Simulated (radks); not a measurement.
Values are calculated unless marked as measured or tabulated.
Task: Species: Ga2+. Configuration: [Ar] 3d10 4s1. Level of theory: Dirac Kohn-Sham, revPBE, spin-unpolarised, spherical densities, finite nucleus; Fermi nuclear charge, rms radius 3.9973 fm (a radial shooting solver on a logarithmic mesh with Libxc functionals). Some entries of the table are withheld. Estimate them.

orbital  occ.  eigenvalue (hartree)  <1/r> (bohr^-1)
1s1/2       2             -376.6137            31.31
2s1/2       2             -47.11648            6.886
2p1/2       2             -41.78679            6.844
2p3/2       4             -40.77050            6.669
3s1/2       2              -6.18932            2.191
3p1/2       2                   (1)            2.060
3p3/2       4                   (2)            2.018
3d3/2       4              -1.45296            1.667
3d5/2       6              -1.43584            1.655
4s1/2       1              -0.95092              (3)

Result: 
(1) 3p1/2 eigenvalue (hartree): -4.46710
(2) 3p3/2 eigenvalue (hartree): -4.33412
(3) 4s1/2 <1/r> (bohr^-1): 0.6278
